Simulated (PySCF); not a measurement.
C₃H₉GeN, SMILES C=[CH][GeH2][NH]C. Geometry optimised at PBE0-D3(BJ)/def2-SVP. The structure was generated by enumeration, and PubChem lists no compound with its InChIKey, so it may never have been made. Other conformers were not sampled.

Computed equilibrium geometry at PBE0-D3(BJ)/def2-SVP (PySCF confirms it by a frequency run) as bond lengths and angles (one conformer of several):
Atoms: C1 C2 Ge3 N4 C5 H6 H7 H8 H9 H10 H11 H12 H13 H14. Bonded distances (Å): C1–C2 1.336, C1–H6 1.096, C1–H7 1.096, C2–Ge3 1.936, C2–H8 1.098, Ge3–N4 1.838, Ge3–H9 1.553, Ge3–H10 1.542, N4–C5 1.443, N4–H11 1.015, C5–H12 1.103, C5–H13 1.103, C5–H14 1.110. Angles (°): C2–C1–H6 121.9, C2–C1–H7 122.1, H6–C1–H7 116.1, C1–C2–Ge3 122.8, C1–C2–H8 118.6, Ge3–C2–H8 118.6, C2–Ge3–N4 108.2, C2–Ge3–H9 110.2, C2–Ge3–H10 109.9, N4–Ge3–H9 111.9, N4–Ge3–H10 107.8, H9–Ge3–H10 108.9, Ge3–N4–C5 120.3, Ge3–N4–H11 113.5, C5–N4–H11 112.7, N4–C5–H12 109.9, N4–C5–H13 110.8, N4–C5–H14 115.2, H12–C5–H13 106.3, H12–C5–H14 106.8, H13–C5–H14 107.3.
Charge 0, spin multiplicity 1.
